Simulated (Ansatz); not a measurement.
B₁₃N₁₃H₃₀, a nanocrystal cut from zinc blende BN (hydrogen-capped), relaxed as a singlet with RKS PBE-D4/def2-SVP in Ansatz, starting from the GFN2-xTB geometry. Force threshold 0.03 eV/Å.

Single mean-field runs in def2-SVP are fitted with def2-universal-jkfit.

Start:

Cartesian coordinates in Å:
```
B -1.111 1.295 0.986
B -0.046 -0.350 2.681
B -2.490 -0.646 2.015
B -1.788 -0.673 -0.481
B -0.717 -2.301 1.226
B 1.367 1.645 1.654
B 0.274 3.256 0.006
B -0.431 1.243 -1.468
B 2.041 1.593 -0.777
B 0.613 -0.343 0.177
B -0.009 -2.355 -1.329
B 1.337 -0.456 -2.305
B -1.104 -0.752 -2.982
N -1.311 0.387 2.260
N 0.056 2.317 1.266
N 1.106 0.726 2.932
N -0.665 0.372 -0.192
N 0.399 -1.227 1.461
N -1.977 -1.549 0.816
N -1.292 -1.602 -1.656
N -0.247 -3.207 0.000
N 1.758 0.693 0.473
N 0.726 2.266 -1.147
N 0.044 0.283 -2.626
N 2.466 0.620 -1.969
N 1.080 -1.279 -0.998
H -2.112 1.884 0.752
H -0.158 -1.007 3.675
H -3.487 -0.075 1.708
H -2.639 -1.325 2.993
H -2.818 -0.168 -0.778
H -0.848 -3.011 2.180
H 2.256 2.401 1.920
H -0.741 3.801 -0.287
H 1.157 4.035 0.235
H -1.402 1.830 -1.807
H 2.949 2.347 -0.577
H 0.362 -3.104 -2.185
H 1.745 -1.154 -3.188
H -2.110 -0.180 -3.255
H -0.736 -1.470 -3.870
H -1.645 0.977 3.012
H -0.251 2.944 1.999
H 0.816 1.325 3.697
H 1.964 0.272 3.231
H 1.260 -1.707 1.708
H -2.737 -2.196 0.644
H -2.038 -2.250 -1.874
H -0.975 -3.887 -0.187
H 0.585 -3.737 0.242
H 2.618 0.210 0.722
H 0.846 2.860 -1.958
H 0.151 0.839 -3.465
H 2.621 1.185 -2.798
H 3.349 0.164 -1.764
H 1.940 -1.760 -0.747
```

(1) Estimate the energy that the relaxation releases and the steps that it takes.

(2) Does the start keep its bonding and symmetry?

(3) Predict the relaxed structure.

Results:

(1) 43.0 kJ/mol, in 4 steps; 17 s on 2 threads of AMD EPYC 7R13 on a shared host and a share (18 GiB) of an NVIDIA H100 80GB HBM3. No frequencies were taken in this run, so the end may be a saddle point.

(2) By distances, no bond broke or formed. The bond that changes most is B7–H34, from 1.19 to 1.23 Å (atoms count from 1). Point group C3v at the start, C3v at the end, both within 0.05 Å.

(3) 
Cartesian coordinates in Å:
```
B -1.1196 1.3092 1.0025
B -0.0458 -0.3497 2.7185
B -2.5106 -0.6592 2.0422
B -1.8065 -0.6875 -0.4863
B -0.7282 -2.3346 1.2386
B 1.3828 1.6665 1.6809
B 0.2877 3.2902 0.0097
B -0.4292 1.2562 -1.4867
B 2.0693 1.6135 -0.7932
B 0.6413 -0.3589 0.1855
B -0.0123 -2.3895 -1.3434
B 1.3566 -0.4575 -2.3377
B -1.1077 -0.7670 -3.0155
N -1.3277 0.3875 2.2812
N 0.0576 2.3426 1.2750
N 1.1067 0.7312 2.9444
N -0.6632 0.3712 -0.1918
N 0.3920 -1.2387 1.4805
N -1.9980 -1.5618 0.8279
N -1.3038 -1.6150 -1.6759
N -0.2518 -3.2195 -0.0014
N 1.7738 0.7115 0.4769
N 0.7318 2.2908 -1.1548
N 0.0407 0.2824 -2.6524
N 2.4729 0.6258 -1.9803
N 1.0846 -1.2919 -1.0170
H -2.1516 1.9108 0.7506
H -0.1622 -1.0241 3.7379
H -3.5371 -0.0671 1.7215
H -2.6558 -1.3589 3.0480
H -2.8626 -0.1562 -0.7906
H -0.8631 -3.0637 2.2173
H 2.2942 2.4427 1.9537
H -0.7627 3.8485 -0.2936
H 1.2014 4.0849 0.2464
H -1.4369 1.8559 -1.8262
H 2.9998 2.3880 -0.5884
H 0.3677 -3.1580 -2.2224
H 1.7743 -1.1730 -3.2440
H -2.1461 -0.1745 -3.2938
H -0.7213 -1.5080 -3.9232
H -1.6816 0.9745 3.0479
H -0.2495 2.9956 2.0077
H 0.8450 1.3275 3.7428
H 1.9758 0.2804 3.2652
H 1.2469 -1.7415 1.7609
H -2.7780 -2.2135 0.6711
H -2.0602 -2.2685 -1.9173
H -0.9659 -3.9394 -0.1840
H 0.5817 -3.7743 0.2415
H 2.6619 0.2554 0.7332
H 0.8530 2.9110 -1.9662
H 0.1386 0.8347 -3.5144
H 2.6666 1.1872 -2.8224
H 3.3779 0.1720 -1.7894
H 1.9562 -1.7963 -0.7971
```
Bond lengths: 37 × B–N 1.54 to 1.60 Å; 15 × B–H 1.22 to 1.23 Å; 15 × H–N 1.03 Å.
